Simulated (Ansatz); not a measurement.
`CC[BH][AlH2]` + `O[SiH3]` → `CCBO[SiH3]` + `[AlH3]` at 600 K and 1 bar (cleavage of the B–Al bond).

Gas-phase electronic energies from Ansatz, PBE0-D4/def2-TZVP geometries. CCSD(T)/CBS adds triple-zeta CCSD(T) − MP2 to the extrapolated MP2 energy (def2 sets, frozen cores). This one scheme is used for every species. Each species was taken in one conformer, which may not be the lowest.

| species | CCSD(T)/CBS energy (Eh) | H − E (kJ/mol) | S (J/(mol·K)) |
| --- | --- | --- | --- |
| `CC[BH][AlH2]` | -347.67736 | 299.1 | 447.0 |
| `O[SiH3]` | -366.69042 | 135.7 | 307.9 |
| `CCBO[SiH3]` | -470.65252 | 355.0 | 479.4 |
| `[AlH3]` | -243.78045 | 74.2 | 242.3 |

H − E and S are ideal-gas, rigid-rotor, harmonic terms from PBE0-D4/def2-TZVP, for one conformer and one mirror image of each species. 1 Eh = 2625.50 kJ/mol, R = 8.31446 J/(mol·K).

Question: By hand: ΔE, ΔH, ΔS and ΔG.

Answer: ΔE = (-470.65252) + (-243.78045) − (-347.67736) − (-366.69042) = -0.06519 Eh = -171.2 kJ/mol. Δ(H − E) = 355.0 + 74.2 − 299.1 − 135.7 = -5.6, so ΔH = -176.8 kJ/mol. ΔS = 479.4 + 242.3 − 447.0 − 307.9 = -33.2 J/(mol·K). ΔG = -176.8 − 600 × (-33.2)/1000 = -156.9 kJ/mol.

Question: By hand: the equilibrium constant, and the temperature at which ΔG would vanish if ΔH and ΔS stayed fixed.

Answer: log₁₀ K = −ΔG/(RT ln 10) = 13.7. ΔG = 0 at ΔH/ΔS = 5325 K, far beyond where these terms or the molecules hold.

ΔH outweighs TΔS. A doubt of 5 kJ/mol in ΔE shifts log₁₀ K by 0.4 here. Other conformers and mirror images would add mixing entropy, several J/(mol·K) or more a flexible species. Modes under 60 cm⁻¹, often nearly free rotors, make the harmonic entropy too high. These are equilibria of isolated gas molecules and say nothing of rates. Largest T1 diagnostic: 0.011 (customary marks: 0.02 for closed shells, 0.045 for open ones).
